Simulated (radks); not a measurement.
Results of a calculation; reference values are marked as such.
Br+, 34 electrons, occupied as [Ar] 3d10 4s2 4p3 5f1 (not the ground configuration).

Code: a radial shooting solver on a logarithmic mesh with Libxc functionals. Model: scalar-relativistic Kohn-Sham, PBE, spin-polarised, spherical densities, point nucleus; open shells are filled with parallel spins first.

Energy parts (eV):
part                       energy
total                  -70893.712
kinetic                 72430.118
electron-nucleus      -170260.291
Hartree                 29427.033
exchange-correlation    -2490.572

Orbitals (lengths in bohr, moments of r in powers of bohr; <r^-3> diverges for s and p1/2; r(90%) holds 90 % of the orbital's charge):
orbital  occ.  eigenvalue (eV)  r(90%)    <r^-3>
1s up       1        -13340.01  0.0764         -
1s down     1        -13339.78  0.0764         -
2s up       1        -1754.666   0.293         -
2s down     1        -1754.550   0.293         -
2p up       3        -1550.202   0.270      1357
2p down     3        -1549.995   0.270      1356
3s up       1        -259.5550   0.821         -
3s down     1        -259.2625   0.820         -
3p up       3        -194.9837   0.861     196.9
3p down     3        -194.6513   0.860     197.0
3d up       5         -88.2125   0.973     23.27
3d down     5         -87.7782   0.966     23.39
4s up       1         -40.5266    2.33         -
4s down     1         -37.2883    2.34         -
4p up       3         -26.9195    2.74     18.77
4p down     0         -23.6525    2.81     18.75
5f up       1          -1.9005    20.0  0.003693

The highest occupied level is 5f up at -1.901 eV. The configuration is held as typed, so some empty levels lie below it. The density falls to 0.001 e/bohr^3 at r = 3.62 bohr.
